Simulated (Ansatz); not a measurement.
`O[CH](F)[GeH2][F]` + `[OH][GeH3]` → `[F][GeH2][O][GeH3]` + `OCF`  (ligand exchange at a Ge–C bond)

Calculated with Ansatz (gas phase, PBE0-D4/def2-TZVP geometries, no zero-point term in ΔE). CBS: MP2 limit from def2 TZ/QZ plus the TZ coupled-cluster correction, frozen cores. Functionals use def2-TZVPP. For Ge outer-core shells are correlated without core-valence functions, which leaves a few kJ/mol of doubt a bond. Scalar relativity is left out up to krypton. Each species was taken in one conformer, which may not be the lowest.

`O[CH](F)[GeH2][F]`:

```xyz
9

O     0.042    1.667   -0.200
C    -0.374    0.520    0.436
F    -1.753    0.393    0.351
Ge    0.480   -1.008   -0.498
F     0.129   -2.400    0.490
H    -0.233    2.439    0.306
H    -0.143    0.524    1.508
H     2.008   -0.877   -0.522
H    -0.154   -1.258   -1.870
```

`[OH][GeH3]`:

Z-matrix (Å, degrees):
```
Ge
O 1 1.783
H 1 1.531 2 104.3
H 1 1.541 2 109.9 3 119.6
H 1 1.541 2 109.9 3 -119.6
H 2 0.959 1 112.7 3 180.0
```

`[F][GeH2][O][GeH3]`:

Z-matrix (Å, degrees):
```
Ge
O 1 1.748
F 1 1.741 2 106.6
H 1 1.535 2 111.5 3 -114.6
H 1 1.529 2 108.2 3 115.5
Ge 2 1.784 1 128.0 3 48.4
H 6 1.534 2 105.2 1 152.9
H 6 1.540 2 108.7 1 33.4
H 6 1.535 2 108.5 1 -87.5
```

`OCF`:

Z-matrix (Å, degrees):
```
C
F 1 1.381
O 1 1.370 2 111.1
H 1 1.091 2 107.8 3 -117.4
H 1 1.096 2 106.3 3 123.2
H 3 0.962 1 109.3 2 70.7
```

| level | ΔE (kcal/mol) |
| --- | --- |
| PBE-D4 | -18.8 |
| MP2/def2-TZVPP | -23.7 |

**Question.** What does CCSD(T)/CBS give? (An estimate is asked.)

**Answer.** The calculation gave: -22.2 kcal/mol. The listed levels differ from it by 3.4, -1.5 kcal/mol.

Largest T1 diagnostic among the species: 0.012.

From PBE to PBE0 (25 % exact exchange), in def2-TZVPP and without D4, ΔE moves by −1.6 kcal/mol. In def2-TZVPP, CCSD(T) changes the Hartree–Fock value by +4.1 kcal/mol (the triples alone add +0.3 kcal/mol) and MP2 by +3.3 kcal/mol.
